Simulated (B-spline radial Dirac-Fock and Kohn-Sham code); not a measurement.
EELS cross sections of the Hf M4 (3d3/2) edge

System: atomic hafnium, [Xe] 4f14 5d2 6s2. The computed values come from an atomic code on a B-spline grid: the first Born approximation with generalised oscillator strengths from a Dirac-Hartree-Slater potential (longitudinal and transverse terms; continuum final states only, so no white lines or fine structure). The edge is taken at 1716.0 eV (tabulated value).

Partial cross sections σ(β, Δ) in barn, integrated over a window Δ above the edge and up to the collection semi-angle β, for parallel illumination:

| E₀ (kV) | β (mrad) | Δ = 25 eV | Δ = 50 eV | Δ = 100 eV | Δ = 200 eV | Δ = 300 eV |
| --- | --- | --- | --- | --- | --- | --- |
| 60 | 5 | 2.43 | 8.34 | 21.1 | 42.3 | 58.4 |
| 60 | 10 | 8.54 | 29.4 | 74.5 | 150 | 208 |
| 60 | 20 | 23.9 | 82.4 | 210 | 429 | 600 |
| 80 | 50 | ? | ? | ? | ? | ? |
| 100 | 5 | 4.01 | 13.8 | 35.0 | 70.4 | 97.3 |
| 100 | 100 | 64.8 | 216 | 554 | 1160 | 1680 |
| 120 | 5 | 4.75 | 16.4 | 41.6 | 83.8 | 116 |
| 120 | 20 | 28.3 | 97.8 | 251 | 518 | 732 |
| 120 | 50 | 49.3 | 168 | 433 | 904 | 1290 |
| 200 | 20 | 29.2 | 101 | 260 | 541 | 769 |
| 200 | 50 | 43.3 | 147 | 378 | 793 | 1140 |
| 300 | 5 | 10.4 | 36.0 | 92.2 | 188 | 264 |
| 300 | 10 | 19.8 | 68.6 | 176 | 365 | 517 |
| 300 | 20 | 29.7 | 103 | 264 | 551 | 787 |

Q: Give the row for 80 kV and 50 mrad.

A: 54.3 b for 25 eV, 186 b for 50 eV, 477 b for 100 eV, 993 b for 200 eV, 1420 b for 300 eV.
